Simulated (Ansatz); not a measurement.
# Cost against result

Saddle point of SiH2Cl2O2, closed shell (SiH₂Cl₂O₂ ([OH][Si]([OH])([Cl])[Cl]) → SiCl₂O ([O][Si]([Cl])[Cl]) + H₂O (still joined by a long Si–O bond); bonds formed: O2–H4; bonds broken: O3–H4; bonds weakened to dative contacts: Si1–O2), PBE0-D4/def2-TZVP structure:

Si1  (0.323, 0.132, 0.575)
O2  (-0.360, 0.044, -1.123)
O3  (1.246, -1.047, 0.181)
H4  (0.352, -0.773, -1.037)
Cl5  (0.998, 2.015, 0.835)
Cl6  (-1.287, -0.114, 1.792)
H7  (-1.272, -0.256, -1.223)
(Å)

Barriers are electronic and count from the start structure reached by relaxing down the imaginary mode.

Program: Ansatz 0.2.0. Basis: as named in each row. Cores are frozen in the correlated methods. B3LYP uses VWN-RPA correlation. Extrapolation: Hartree–Fock as exp(−7.88 √X), correlation as X^−2.97.

Times are rough, for one single point on 4 threads of a shared host (Arm Neoverse V2).

The estimate by CCSD(T) at an estimated basis limit (MP2 extrapolated from triple and quadruple zeta, plus CCSD(T) − MP2 in triple zeta) is 54.60 kcal/mol.

```json
{"method": "HF", "basis": "STO-3G", "time (s)": "under 1", "barrier (kcal/mol)": "82.43", "method less estimate": "27.83"}
{"method": "PBE-D4", "basis": "STO-3G", "time (s)": "under 1", "barrier (kcal/mol)": "33.58", "method less estimate": "-21.02"}
{"method": "SPW92", "basis": "def2-SVP", "time (s)": "under 1", "barrier (kcal/mol)": "42.13", "method less estimate": "-12.46"}
{"method": "PBE-D4", "basis": "def2-SVP", "time (s)": "under 1", "barrier (kcal/mol)": "44.78", "method less estimate": "-9.82"}
{"method": "B3LYP-D4", "basis": "6-31G", "time (s)": "under 1", "barrier (kcal/mol)": "50.87", "method less estimate": "-3.73"}
{"method": "PBE0-D4", "basis": "def2-SVP", "time (s)": "under 1", "barrier (kcal/mol)": "50.78", "method less estimate": "-3.82"}
{"method": "SPW92", "basis": "def2-TZVPP", "time (s)": "1", "barrier (kcal/mol)": "44.70", "method less estimate": "-9.90"}
{"method": "BLYP-D4", "basis": "def2-TZVPP", "time (s)": "2", "barrier (kcal/mol)": "49.47", "method less estimate": "-5.12"}
{"method": "PBE-D4", "basis": "def2-TZVPP", "time (s)": "2", "barrier (kcal/mol)": "47.19", "method less estimate": "-7.40"}
{"method": "CCSD(T)", "basis": "def2-SVP", "time (s)": "2", "barrier (kcal/mol)": "52.91", "method less estimate": "-1.68"}
{"method": "B3LYP-D4", "basis": "def2-TZVPP", "time (s)": "2", "barrier (kcal/mol)": "53.61", "method less estimate": "-0.99"}
{"method": "BHLYP-D4", "basis": "def2-TZVPP", "time (s)": "2", "barrier (kcal/mol)": "59.49", "method less estimate": "4.89"}
{"method": "CAM-B3LYP-D4", "basis": "def2-TZVPP", "time (s)": "3", "barrier (kcal/mol)": "54.75", "method less estimate": "0.15"}
{"method": "PBE0-D4", "basis": "def2-TZVPP", "time (s)": "3", "barrier (kcal/mol)": "52.62", "method less estimate": "-1.98"}
{"method": "RPA on PBE", "basis": "def2-TZVPP", "time (s)": "4", "barrier (kcal/mol)": "53.08", "method less estimate": "-1.52"}
{"method": "r2SCAN-D4", "basis": "def2-TZVPP", "time (s)": "4", "barrier (kcal/mol)": "51.77", "method less estimate": "-2.83"}
{"method": "wB97M-V", "basis": "def2-SVP", "time (s)": "4", "barrier (kcal/mol)": "51.64", "method less estimate": "-2.95"}
{"method": "r2SCAN0-D4", "basis": "def2-TZVPP", "time (s)": "4", "barrier (kcal/mol)": "55.32", "method less estimate": "0.72"}
{"method": "B2PLYP", "basis": "def2-TZVPP", "time (s)": "4", "barrier (kcal/mol)": "53.43", "method less estimate": "-1.16"}
{"method": "PBE-QIDH", "basis": "def2-TZVPP", "time (s)": "4", "barrier (kcal/mol)": "54.86", "method less estimate": "0.26"}
{"method": "wB97X-V", "basis": "def2-TZVPP", "time (s)": "6", "barrier (kcal/mol)": "54.59", "method less estimate": "0.00"}
{"method": "B97M-V", "basis": "def2-TZVPP", "time (s)": "7", "barrier (kcal/mol)": "54.58", "method less estimate": "-0.02"}
{"method": "wB97M-V", "basis": "def2-TZVPP", "time (s)": "8", "barrier (kcal/mol)": "53.68", "method less estimate": "-0.92"}
{"method": "MP2", "basis": "def2-QZVPP", "time (s)": "13", "barrier (kcal/mol)": "53.14", "method less estimate": "-1.46"}
{"method": "CCSD(T)", "basis": "def2-TZVPP", "time (s)": "78", "barrier (kcal/mol)": "54.43", "method less estimate": "-0.17"}
```

All methods are single points on the PBE0-D4 structures.

The T1 diagnostic stays at or below 0.014.

Labels in which every atom is bracketed show which atoms are joined, not bond orders.
